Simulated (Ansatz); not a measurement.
Reaction (cleavage of the Si–Ga bond): `[NH2][GaH][SiH2]C=O` + HBr → `O=C[SiH2]Br` + `[NH2][GaH2]`

Gas-phase electronic energies from Ansatz, PBE0-D4/def2-TZVP geometries. CBS: MP2 limit from def2 TZ/QZ plus the TZ coupled-cluster correction, frozen cores. Functionals use def2-TZVPP. B3LYP here is the variant with VWN-RPA as its local correlation; programs differ in this. For Br, Ga outer-core shells are correlated without core-valence functions, which leaves a few kJ/mol of doubt a bond. Scalar relativity is left out up to krypton. Each species was taken in one conformer, which may not be the lowest.

```csv
level,ΔE (kJ/mol),difference from CCSD(T)/CBS
r2SCAN-D4,-65.2,4.7
B3LYP-D4,-64.4,5.5
PBE,-55.6,14.3
r2SCAN,-66.1,3.8
PBE0,-63.7,6.2
HF/def2-TZVPP,-89.7,-19.8
CCSD(T)/def2-TZVPP,-66.2,3.7
HF/def2-QZVPP,-90.6,-20.7
MP2/def2-QZVPP,-78.0,-8.1
CCSD/CBS(def2),-72.6,-2.7
CCSD(T)/CBS,-69.9,0
```

Largest T1 diagnostic among the species: 0.016.

From PBE to PBE0 (25 % exact exchange), in def2-TZVPP and without D4, ΔE moves by −8.0 kJ/mol. In def2-TZVPP, CCSD(T) changes the Hartree–Fock value by +23.5 kJ/mol (the triples alone add +2.7 kJ/mol) and MP2 by +14.1 kJ/mol.
